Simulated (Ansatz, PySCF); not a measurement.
C3H7BFN, SMILES C/C=C/B(N)F. Atoms are numbered in the order given.

```xyz
13

C      0.0773     2.8448     0.0000
C     -0.3140     1.3954     0.0000
C      0.5286     0.3522     0.0000
B      0.0898    -1.1532     0.0000
N     -1.2429    -1.5961     0.0000
F      1.0573    -2.0985     0.0000
H     -0.3311     3.3617     0.8851
H      1.1710     2.9660     0.0000
H     -0.3311     3.3617    -0.8851
H     -1.3985     1.2079     0.0000
H      1.6060     0.5698     0.0000
H     -2.0404    -0.9762     0.0000
H     -1.4772    -2.5808     0.0000
```
Charge 0, spin multiplicity 1.

Geometry optimised at ωB97X-D3(BJ)/def2-SVP. The structure was generated by enumeration; whether it is a known compound was not checked. One conformer was computed; it need not be the lowest.

Two levels are set side by side: PBE-D3(BJ)/def2-SVP (Ansatz, an electronic-structure program) and ωB97X-D3(BJ)/def2-SVP (PySCF). Each level has its own optimised geometry; the coordinates shown are those of the second. Differences are taken from unrounded values.

| quantity | ωB97X-D3(BJ) | PBE-D3(BJ) | PBE-D3(BJ) minus ωB97X-D3(BJ) |
|---|---|---|---|
| mean bond length (Å) | 1.225 | 1.231 | 0.006 |
| bond C1–C2 (Å) | 1.501 | 1.497 | -0.004 |
| bond C2–C3 (Å) | 1.341 | 1.353 | 0.012 |
| bond C3–B4 (Å) | 1.568 | 1.564 | -0.004 |
| bond B4–N5 (Å) | 1.404 | 1.409 | 0.005 |
| bond B4–F6 (Å) | 1.353 | 1.359 | 0.007 |
| bond C1–H7 (Å) | 1.103 | 1.112 | 0.009 |
| bond C1–H8 (Å) | 1.100 | 1.108 | 0.008 |
| bond C1–H9 (Å) | 1.103 | 1.112 | 0.009 |
| bond C2–H10 (Å) | 1.101 | 1.109 | 0.009 |
| bond C3–H11 (Å) | 1.099 | 1.107 | 0.008 |
| bond N5–H12 (Å) | 1.010 | 1.018 | 0.008 |
| bond N5–H13 (Å) | 1.012 | 1.020 | 0.007 |

GGA bonds tend to be longer and softer than those of functionals with exact exchange. Differences between two approximate levels are no errors against the true value.
